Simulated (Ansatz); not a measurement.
```yaml
atoms:
  - { symbol: C, position_ang: [-0.0126, 0.0195, -1.1607] }
  - { symbol: S, position_ang: [-0.0179, 0.0360, 0.4485] }
```

Basis set: 6-31G* (spherical functions). Left uncorrelated: 6 orbitals. Charge 0, multiplicity 1.

Computed with Ansatz (development build ahead of 0.2.0); each method stands on the lowest determinant of its kind that the runs found. Restricted open shells among the atoms or ions are ROHF, correlated in semicanonical orbitals with singles.

The atomization energy at this shape (free ground-state atoms in the same class of orbitals less the molecule, no zero-point energy) of singlet CS:

```
method  atomization energy
   RHF             3.99 eV
```

Problem. What does RHF-MP2 give?

Solution. 6.85 eV.
